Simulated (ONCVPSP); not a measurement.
## Configuration tests for B (Z = 5) (ONCV)

* Element: B
* Generator: ONCVPSP 4.0.1
* Type: optimised norm-conserving Vanderbilt (ONCV)
* Functional: PBE
* Relativity: scalar-relativistic
* Frozen core: [He]
* Valence charge: 3
* Reference configuration: 2s2 2p1
* Partial waves: 2s: rc 1.42 bohr, ncon 4, nbas 8, qcut 3 1/bohr, local; 2p: rc 2.10 bohr, ncon 4, nbas 8, qcut 5.4 1/bohr, 2 projectors, debl 1.7 Ha
* Local potential: the s channel
* Core correction: polynomial model core, fcfact 0.35

Energies are relative to the spin-unpolarised reference configuration 2s2 2p1; without spin polarisation the order of configurations can differ from experiment.

```tsv
valence configuration	charge	ΔE all-electron (eV)	error AE − PS (meV)
2s2 2p0	+1	8.220	+36
2s2 2p0.5	+0.5	2.887	+5.0
```

**Question.** What are ΔE and the potential's error for 2s1 2p1?

**Answer.** ΔE = 14.361 eV all-electron; the error (AE − PS) is -11 meV.

**Question.** What are ΔE and the potential's error for 2s1 2p0?

**Answer.** ΔE = 33.642 eV all-electron; the error (AE − PS) is +107 meV.

Levels in the configuration 2s1 2p0:

```json
{"level": "2s", "all-electron (eV)": "-31.475", "pseudo (eV)": "-31.400"}
```
